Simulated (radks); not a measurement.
The numbers below are computed, except where a source is named.
Neutral niobium inside a hard spherical wall (all orbitals vanish at R), configuration held at [Kr] 4d4 5s1 and not refilled when levels cross. Code: a radial shooting solver on a logarithmic mesh with Libxc functionals. Model: scalar-relativistic Kohn-Sham, PBEsol, spin-polarised, spherical densities, point nucleus; open shells are filled with parallel spins first (spin-orbit coupling, left out, can overturn this in heavy ions). Eigenvalues in eV for spin up, with the zero of energy where the potential of the charges vanishes at infinity; a dash marks a level that is unbound or too diffuse for the functional's potential to be trusted. A positive occupied level is held by the wall or, in an anion where self-interaction has pushed it up, behind a barrier. The pressure on the wall is -dE/dV.

R (bohr)  E (hartree)  kinetic (hartree)    e(4s)    e(4p)   e(5s)   e(4d)  e(5p, empty)  e(6s, empty)  pressure (GPa)
free      -3817.61289           3930.442  -58.645  -34.915  -4.527  -3.720        -1.334             -               0
20        -3817.61289           3930.442  -58.645  -34.915  -4.527  -3.720        -1.334             -        < 0.0001
12        -3817.61281           3930.443  -58.636  -34.906  -4.520  -3.712        -1.283         0.969         0.00143
10        -3817.61218           3930.449  -58.587  -34.858  -4.481  -3.669        -1.145         2.160          0.0180
8         -3817.60680           3930.487  -58.325  -34.600  -4.250  -3.442        -0.618         5.198           0.238
6         -3817.56027           3930.733  -57.043  -33.355  -2.895  -2.335         1.674        14.478            3.76
5         -3817.45129           3931.203  -55.163  -31.559  -0.406  -0.638         5.342        26.560            17.4
4         -3817.07510           3932.622  -51.171  -27.787   6.714   3.378        14.976        53.880             100
3         -3815.42314           3938.623  -41.627  -18.467  31.751  14.924        45.647        128.27             901
2.5       -3812.46342           3949.120  -30.456   -6.682  68.054  30.110        86.760        218.09            3570
2         -3803.51235           3978.278   -4.952   21.618  155.92  65.528        180.97        409.99           18100
